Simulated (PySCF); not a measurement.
C3H9Sb, SMILES [CH3][Sb]([CH3])[CH3].

Geometry: B3LYP-D3(BJ)/def2-SVP. The isomer is the one that the SMILES or the coordinates give; other isomers of the formula were not compared. The def2 effective core potentials stand for the cores of Sb; spin–orbit coupling is left out.

Two levels are set side by side: PBE/def2-TZVP (PySCF) and M06-2X/def2-TZVP (PySCF). Same geometry, gas phase. Differences are taken from unrounded values.

| quantity | M06-2X | PBE | PBE minus M06-2X |
|---|---|---|---|
| orbital gap (eV) | 8.36 | 4.93 | -3.43 |
| highest occupied level (eV) | -7.58 | -5.51 | 2.07 |
| lowest empty level (eV) | 0.78 | -0.58 | -1.36 |
| dipole moment (D) | 0.35 | 0.48 | 0.13 |
| mean polarisability (bohr³) | 83.3 | 85.5 | 2.2 |

PBE's occupied levels lie high since its potential decays too fast outside the molecule; exact exchange lowers them and widens the gap. Differences between two approximate levels are no errors against the true value.

Rough cost on one machine, each run with all the roots and properties that it gave: M06-2X against PBE about 4 times.
